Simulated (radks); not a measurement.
Results of a calculation; reference values are marked as such.
Task: Code: a radial shooting solver on a logarithmic mesh with Libxc functionals. Model: scalar-relativistic Kohn-Sham, PBEsol, spin-polarised, spherical densities, finite nucleus; open shells are filled with parallel spins first; Fermi nuclear charge, rms radius of each element as measured or else 0.836 A^(1/3) + 0.57 fm. Each species is in its NIST ground configuration. Rank S, Cl, Al, Mg, Si, P, Ar by radius at which the density is 0.001 e/bohr^3 (bohr), largest first.

Result: Al 4.55, Mg 4.53, Si 4.41, P 4.22, S 4.07, Cl 3.90, Ar 3.74.
